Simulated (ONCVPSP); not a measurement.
## What one change does to a pseudopotential (C, ONCV)

* Element: carbon (C)
* Generator: ONCVPSP 4.0.1
* Type: optimised norm-conserving Vanderbilt (ONCV)
* Functional: LDA (Perdew-Wang 92)
* Relativity: scalar-relativistic
* Frozen core: [He]
* Valence charge: 4
* Reference configuration: 2s2 2p2
* Partial waves: 2s: rc 1.30 bohr, ncon 5, nbas 9, qcut 6.3 1/bohr, 2 projectors, debl 0.3 Ha; 2p: rc 2.15 bohr, ncon 4, nbas 8, qcut 6.7 1/bohr, 2 projectors, debl 2.1 Ha; d scattering state at 0.04 Ha: rc 2.10 bohr, ncon 4, nbas 7, qcut 4.3 1/bohr, 2 projectors, debl 2 Ha
* Local potential: polynomial inside 1.05 bohr (lpopt 5, dvloc0 4 Ha)
* Core correction: none

In the s channel the program set the typed energies aside and used -0.501, 0.250 Ha.

All-electron outer shells of the reference configuration (LDA (PZ), scalar-relativistic, ld1.x):

```tsv
shell	level (eV)	outermost node (bohr)	outermost maximum (bohr)
1s	-270.81	–	0.18
2s	-13.64	0.38	1.22
2p	-5.42	–	1.19
```

Change: s: rc 1.8.

Cutoffs: the cutoffs (Ha) at which the residual kinetic energy of the hardest occupied pseudo-wave falls to 1 and 0.1 mHa per electron; they do not see the model core or the augmentation charge, which bear on the density cutoff. Errors are all-electron minus pseudo energies relative to the spin-unpolarised reference configuration.

Task: How do hardness, ghosts and transferability respond?

Result: The potential gets softer (17 Ha and 59 Ha → 14 Ha and 17 Ha); of the 4 tests that both files solve, the error grows in 1 and shrinks in 0 by more than 15 % and 0.3 meV (median size 195.6 → 209.7 meV); neither file shows a bound ghost. A larger radius leaves more room for a smooth pseudo-wave, so fewer plane waves are needed.

| quantity | base | changed |
| --- | --- | --- |
| cutoff, loose | 17 Ha | 14 Ha |
| cutoff, tight | 59 Ha | 17 Ha |
| loose cutoff by channel | s 17 Ha, p 14 Ha | s 13 Ha, p 14 Ha |
| bound ghosts | none | none |
| GHOST(+) flags under 300 eV | none | none |
| error for 2s2 2p1, meV [ΔE 10.98 eV] | +40 | +44 |
| error for 2s2 2p0, meV [ΔE 35.24 eV] | +351 | +376 |
| error for 2s1 2p0, meV [ΔE 83.21 eV] | +792 | +765 |
| error for 2s0 2p4, meV [ΔE 16.52 eV] | +17 | +22 |
| p: phases at 2.18 bohr within 0.05 rad from the reference energy up to (Ha; the scan ends near 5) | 5.0 | 5.0 |
| d: phases at 2.13 bohr within 0.05 rad from the reference energy up to (Ha; the scan ends near 5) | to the end of the scan | to the end of the scan |
